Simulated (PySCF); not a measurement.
Work out the structure from these simulated measurements.

Formula: C4H11OPSi.

* 1H NMR: chemical shifts (computed TMS as zero) by class: 4.03 (3 H), 2.65 (2 H), 2.37 (2 H), 1.87 (1 H), 1.21 (1 H), 0.95 (2 H) ppm [GIAO PBE0/pcSseg-1]
* UV, first state: lowest singlet excitation: 6.52 eV (190 nm, f = 0.023) [TDDFT B3LYP/def2-SVPD]
* Rotational structure: rotational constants A, B, C: 3.127, 1.196, 1.074 GHz [GFN2-xTB]
* NMR, other nuclei: isotropic shieldings of nuclei other than C and H, by class: 162 (1 O), 429 (1 Si), 296 (1 P) ppm [GIAO PBE0/pcSseg-1]
* UV, strongest line: among the 8 lowest singlet transitions: S5 at 7.07 eV (175 nm, f = 0.028) [TDDFT B3LYP/def2-SVPD]
* 13C NMR: chemical shifts (computed TMS as zero) by class: 41.9 (2 C), 12.9 (1 C), 10.4 (1 C) ppm [GIAO PBE0/pcSseg-1]

Gas-phase values; electronic properties from PySCF, density fitting. Levels stand in brackets. Geometry: GFN2-xTB, one conformer, isolated molecule. Each NMR value is the plain mean over a class of atoms that symmetry, rotation or inversion makes alike.

Question: What is the compound? Reason from the data.

Answer: Numbering: `[O:1]=[P:2]1([CH2:3][SiH3:4])[CH2:5][CH2:6][CH2:7]1`. 4 carbons fall into 3 classes; from least to most shielded: ring sp3 carbon bound to phosphorus [C5/C7] (41.9 ppm, 2 C, up to 2.4 ppm apart in this geometry), chain sp3 carbon bound to silicon [C3] (12.9 ppm), four-membered-ring carbon [C6] (10.4 ppm). Hydrogen classes from least to most shielded: 3 H on an SiH3 silicon, Si4 (4.03 ppm), 2 H on 2 like atoms (sp3 carbon bound to phosphorus), C5/C7 (2.65 ppm), 2 H on 2 like atoms (sp3 carbon bound to phosphorus), C5/C7 (2.37 ppm), 1 H on a four-membered-ring carbon, C6 (1.87 ppm), 1 H on a four-membered-ring carbon, C6 (1.21 ppm), 2 H on an sp3 carbon bound to silicon, C3 (0.95 ppm, a mean of values up to 0.5 ppm apart in this geometry). The other shieldings belong to: 162 ppm, phosphoryl oxygen [O1]; 429 ppm, SiH3 silicon [Si4]; 296 ppm, phosphoryl phosphorus [P2]. The optimised geometry has point group C1 and is an asymmetric top. Structure: `O=P1(C[SiH3])CCC1`. Computed isomers that give other values at the same levels: `O=[P@@H]1CC[C@@H]([SiH3])C1` (13C chemical shifts (computed TMS as zero) by class: 34.4 (1 C), 31.6 (1 C), 28.1 (1 C), 22.5 (1 C) ppm); `[SiH3]P1CCOCC1` (13C chemical shifts (computed TMS as zero) by class: 72.2 (2 C), 24.8 (2 C) ppm); `C[C@@H]1[C@H]([SiH3])C[P@@H]1=O` (13C chemical shifts (computed TMS as zero) by class: 49.2 (1 C), 40.5 (1 C), 12.5 (1 C), 8.6 (1 C) ppm). The assignments are read from this structure; whether some other isomer fits the data as well wasn't checked.

The values belong to the conformer `[O:1]=[P:2]1([CH2:3][SiH3:4])[CH2:5][CH2:6][CH2:7]1`: O1–P2–C3–Si4 -60°.
